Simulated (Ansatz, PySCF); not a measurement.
C4H5NO, SMILES C1=CN=COC1.

Geometry optimised at B3LYP-D3(BJ)/def2-SVP. The geometry has at least one imaginary mode, so it is a saddle point at that level. One conformer was computed; it need not be the lowest.

Vertical ionisation energy (IE) and electron affinity (EA) in eV. Rows of orbital energies are one-electron estimates. Where ΔSCF, EOM or ADC give a negative EA the extra electron is unbound and the value depends on the basis.

```csv
level,IE,EA
"−ε(HOMO), −ε(LUMO), r2SCAN/def2-TZVP (PySCF)",5.53,1.74
"−ε(HOMO), −ε(LUMO), PBE/def2-TZVP (PySCF)",5.37,1.92
"ΔSCF, CAM-B3LYP/def2-SVPD (Ansatz), final states of multiplicity 2 and 2",8.75,-0.94
"ΔSCF, PBE/def2-SVPD (Ansatz), final states of multiplicity 2 and 2",8.52,-0.89
```

Problem. What vertical singlet–triplet gap does ΔSCF give with CAM-B3LYP/def2-SVPD (Ansatz, a program for electronic structure) and with PBE/def2-SVPD (Ansatz)? (An estimate is asked for; the answer gives what the named calculation found.)

Solution. 3.17 and 2.95 eV (triplet above singlet where positive).
